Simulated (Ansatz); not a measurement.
A structure relaxed at r2SCAN-D4/def2-SVP in Ansatz, charge 0, singlet:

Cartesian coordinates in Å:
```
Al 1.7846 1.8256 0.9303
P -0.6604 1.8197 1.4313
Al 0.7501 0.1186 -2.6096
P 1.8425 -0.1229 -0.4797
P -1.6007 0.2527 -1.7820
Al -2.1417 0.1423 0.5564
Al 1.4418 -2.2104 0.6472
P -0.9687 -1.8570 1.1886
H 1.9970 3.1732 0.1078
H 2.4579 1.5621 2.3498
H -1.2535 3.0671 1.0988
H -0.8945 1.8476 2.8322
H 1.0013 1.5524 -3.2569
H 0.7744 -1.2303 -3.4567
H 3.2189 -0.2149 -0.8379
H -2.2480 1.4186 -2.2715
H -2.4218 -0.7193 -2.4137
H -3.6736 0.2446 0.9549
H 2.1430 -2.2682 2.0764
H 1.4233 -3.4455 -0.3588
H -1.2099 -2.0202 2.5790
H -1.7619 -2.9357 0.7141
```

Task: Give its formula and point group.

Result: Al4P4H14, a cluster cut from wurtzite AlP (hydrogen-capped). Point group C3v (tolerance 0.1 Å).

Task: Summarise the bond lengths by kind (pairs closer than 1.2 times the sum of covalent radii, bridged metal pairs left out).

Result: 9 × Al–P 2.40 to 2.50 Å; 7 × Al–H 1.59 Å; 7 × H–P 1.42 to 1.43 Å.
